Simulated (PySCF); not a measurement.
CH9FNPSi2

CH9FNPSi2 is a small molecule, neutral, singlet. The structure, one conformer, was relaxed in the gas phase by PBE0-D3(BJ)/def2-SVP. No frequency run checks that it is a minimum.

SMILES: C[Si](N)(F)P[SiH3]

```xyz
15

Si   -0.757   -0.379   -0.335
C    -1.202    1.325    0.263
N    -2.076   -1.451   -0.125
P     1.002   -1.283    0.754
Si    2.392    0.474    0.436
F    -0.352   -0.212   -1.917
H    -0.423    2.060    0.010
H    -1.356    1.334    1.352
H    -2.138    1.656   -0.217
H    -1.932   -2.452   -0.087
H    -2.993   -1.221   -0.492
H     1.467   -1.980   -0.406
H     2.074    1.498    1.476
H     2.268    1.105   -0.913
H     3.795    0.002    0.632
```
Atoms count from 1 in this order.

Shieldings: GIAO PBE0/pcSseg-1. Shifts are against computed references at the same level: C TMS (σ 184.4 ppm), H TMS (σ 31.27 ppm), Si TMS (σ 352.0 ppm). Core levels by delta-SCF with SCAN, pcX-2 on the ionised atom and pcseg-1 elsewhere, spin-free X2C (2p3/2 is the spin-free 2p value less a third of a first-order spin-orbit splitting); from the vacuum level, for chosen atoms.

Task: Give the shieldings and core levels atom by atom.

Result: 
| atoms | bonded to | σ (ppm) | δ (ppm) | core level (eV) |
| --- | --- | --- | --- | --- |
| Si1 | 1 C + 1 F + 1 N + 1 P | 334.0 | 18.0 | 2p3/2 107.46 |
| C2 | 1 Si + 3 H | 185.1 | -0.7 | 1s 290.38 |
| N3 | 1 Si + 2 H | 221.5 | - | 1s 404.84 |
| P4 | 2 Si + 1 H | 622.1 | - | 2p3/2 135.78 |
| Si5 | 1 P + 3 H | 426.6 | -74.6 | - |
| F6 | 1 Si | 295.7 | - | 1s 691.52 |
| H7 H8 H9 | 1 C | 31.02 | 0.25 | - |
| H10 | 1 N | 29.96 | 1.31 | - |
| H11 | 1 N | 30.11 | 1.15 | - |
| H12 | 1 P | 30.19 | 1.07 | - |
| H13 H14 H15 | 1 Si | 27.09 | 4.17 | - |

Values are those of this one static structure, with the three H of a rotating XH3 group averaged; atoms that internal rotation interchanges would show their mean in an NMR spectrum.

Task: By CAM-B3LYP/def2-SVPD (TDDFT singlets, Tamm-Dancoff triplets, ionisation by delta-SCF), where does absorption start, and what does vertical ionisation take?

Result: The lowest singlet lies at 6.18 eV (f 0.012), the strongest of the first 6 at 7.00 eV (f 0.066), the lowest triplet at 5.47 eV; vertical ionisation takes 9.30 eV.

The 3 runs behind this took 2.6 min in all, one thread each of Intel Xeon 6975P-C on a shared host, launched as `OMP_NUM_THREADS=1 python cluster_run.py task.json out`.
